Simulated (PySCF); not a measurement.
B(H)(OH)(nPr), C3H9BO, SMILES C(BO)CC, PBE0/def2-SVP optimised geometry.

```
14

B      1.45     0.63     0.00
H      2.67     0.63     0.00
O      0.79     1.81     0.00
H      1.38     2.57     0.00
C      0.64    -0.71     0.00
C     -0.88    -0.62     0.00
C     -1.57    -1.98     0.00
H      1.00    -1.30     0.87
H      1.00    -1.31    -0.87
H     -1.21    -0.03     0.87
H     -1.21    -0.04    -0.88
H     -1.30    -2.57    -0.88
H     -2.67    -1.87     0.00
H     -1.30    -2.57     0.89
```

Density from PBE0/def2-TZVP (PySCF 2.14.0) at that geometry.

Minimum of the electron density along straight lines between bonded atoms, close to the bond critical point (lines longer than 1.1 times the sum of covalent radii, or with two minima, are not listed):

```
bond    length / Å  ρ at the minimum / e bohr⁻³  ∇²ρ there / e bohr⁻⁵  position (fraction from the first atom)
------  ----------  ---------------------------  --------------------  ---------------------------------------
B1–H2        1.219                        0.177                 -0.36                                     0.43
B1–O3        1.354                        0.211                  1.01                                     0.33
O3–H4        0.962                        0.361                 -2.48                                     0.81
B1–C5        1.567                        0.192                 -0.32                                     0.33
C5–C6        1.525                        0.245                 -0.60                                     0.50
C6–C7        1.522                        0.248                 -0.62                                     0.50
C5–H8        1.109                        0.261                 -0.84                                     0.64
C5–H9        1.109                        0.261                 -0.84                                     0.64
C6–H10       1.103                        0.272                 -0.91                                     0.64
C6–H11       1.103                        0.272                 -0.91                                     0.64
C7–H12       1.103                        0.270                 -0.90                                     0.64
C7–H13       1.101                        0.271                 -0.91                                     0.64
C7–H14       1.103                        0.270                 -0.90                                     0.64
```
